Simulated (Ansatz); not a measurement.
Species: trichloro(fluoro)silane, sum formula SiCl3F (charge 0, singlet). SMILES: F[Si](Cl)(Cl)Cl
Coordinates optimised at B3LYP-D3(BJ)/def2-TZVP (Ansatz, an electronic-structure program):
```
Si
F 1 1.5807
Cl 1 2.0251 2 108.32
Cl 1 2.0251 2 108.32 3 120.00
Cl 1 2.0251 2 108.32 3 -120.00
```
Charge 0, spin multiplicity 1.

Wanted: atomisation energy (electronic, to ground-state atoms), in eV. Cores are frozen in the correlated levels unless marked. UHF or UKS for open shells. Spin-orbit coupling is left out. No relativistic terms. The coupled-cluster limit lacks core correlation, which all-electron functionals hold. Basis-set limits of correlation are two-point, X^-3; Hartree-Fock from the larger set (for Q and 5 zeta extrapolated as (X+1)exp(-9√X)).

| level | program | atomisation energy (eV) |
|---|---|---|
| HF/cc-pwCVTZ | Ansatz | 13.88 |
| revPBE-D3(BJ)/def2-TZVPD | Ansatz + dftd3 | 18.26 |
| revPBE-D4/def2-TZVPD | Ansatz + dftd4 | 18.39 |
| BHLYP/def2-TZVPD | Ansatz | 17.41 |
| wB97X-V/def2-TZVPD | Ansatz | 18.75 |
| B2GP-PLYP-D4/def2-TZVPD | Ansatz + dftd4 | 18.41 |
| B2PLYP/def2-TZVPD | Ansatz | 18.21 |
| RPA@PBE/cc-pV(T+d)Z | Ansatz | 16.27 |
| RPA@PBE/cc-pV(Q+d)Z | Ansatz | 16.83 |
| MP2/cc-pV(D+d)Z | Ansatz | 17.37 |
| MP2/aug-cc-pV(T+d)Z | Ansatz | 19.23 |
| MP2/aug-cc-pV(Q+d)Z | Ansatz | 19.68 |
| MP2/CBS(aug-cc-pV(T+d)Z,aug-cc-pV(Q+d)Z) | Ansatz | 19.94 |
| MP2/CBS(cc-pV(T+d)Z,cc-pV(Q+d)Z) | Ansatz | 19.91 |
| MP2/CBS(cc-pV(Q+d)Z,cc-pV(5+d)Z) | Ansatz | 19.98 |
| RI-MP2/CBS(aug-cc-pV(T+d)Z,aug-cc-pV(Q+d)Z) | Ansatz | 19.94 |
| SCS-MP2/cc-pV(T+d)Z | Ansatz | 18.38 |
| SCS-MP2/cc-pwCVTZ | Ansatz | 18.45 |
| CCSD/CBS(aug-cc-pV(T+d)Z,aug-cc-pV(Q+d)Z) | Ansatz | 18.44 |
| CCSD(T)/cc-pV(T+d)Z | Ansatz | 17.94 |
| CCSD(T)/CBS(cc-pV(Q+d)Z,cc-pV(5+d)Z) | Ansatz | 18.94 |
